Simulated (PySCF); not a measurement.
# P⁺ (phosphorus, charge +1) across methods

[Ne] 3s2 3p2, high-spin 3P determinant. All numbers are calculated (PySCF 2.14, the spin-free X2C one-electron Hamiltonian (Gaussian nucleus), in aug-cc-pCVTZ-DK with one added diffuse shell each of s, p, d, f type (9s8p6d4f, 91 functions)).

| method | E (hartree) | mean ε 3s α (eV) | mean ε 3s β (eV) | mean ε 3p α (eV) | Σ⟨r²⟩ (bohr²) | ⟨S²⟩ |
| --- | --- | --- | --- | --- | --- | --- |
| PBE0 | -341.5783 | -25.952 | -23.176 | -16.322 | 20.59 | 2.005 |
| PW91 | -341.6961 | -24.051 | -22.006 | -15.025 | 20.60 | 2.003 |
| TPSS | -341.7282 | -24.351 | -21.910 | -15.173 | 20.54 | 2.005 |
| M06-L | -341.6908 | -24.480 | -21.915 | -15.005 | 20.27 | 2.005 |
| PBE | -341.5514 | -23.999 | -21.948 | -14.978 | 20.62 | 2.004 |
| LDA | -340.4249 | -24.007 | -22.129 | -14.905 | 20.66 | 2.002 |
| r2SCAN | -341.6761 | -24.631 | -22.026 | -15.399 | 20.58 | 2.008 |
| UHF | -341.16802 | -31.056 | -25.515 | -19.717 | 20.82 | 2.013 |

(1) Estimate the same row for LC-wPBE.

Answers

(1) E (hartree) = -341.6015; mean ε 3s α (eV) = -29.319; mean ε 3s β (eV) = -26.142; mean ε 3p α (eV) = -19.246; Σ⟨r²⟩ (bohr²) = 20.49; ⟨S²⟩ = 2.006.
